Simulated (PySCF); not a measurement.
A run for PySCF: R-B3LYP/LANL2DZ on F2GeH3N (SMILES [NH2][GeH]([F])[F]), a point of a torsion scan.

```python
from pyscf import gto, scf, dft, mp
from pyscf.data.elements import chemcore

mol = gto.M(
    atom='''
    N     1.13638968   -0.09767686   -0.19352283
    Ge   -0.63825958   -0.07211946    0.00737973
    F    -1.11000606    1.57065143    0.26929552
    F    -1.08675808   -0.89781604    1.46873444
    H     1.61786459    0.78808462   -0.13403708
    H     1.65912691   -0.81176344    0.29121818
    H    -1.51538123   -0.61360158   -1.05784539
    ''',
    basis='lanl2dz',
    ecp={'Ge': 'lanl2dz'},
    charge=0, spin=0, verbose=3, max_memory=1800)
mf = dft.RKS(mol, xc='b3lyp')
mf.conv_tol = 1e-8
mf.max_cycle = 100
mf.kernel()
if not mf.converged:
    mf = mf.newton().run(mf.mo_coeff, mf.mo_occ)
```

Output:

```
converged SCF energy = -260.117458697141
```

The calculation finished and met its thresholds.

Cost: roughly 5 core-seconds.
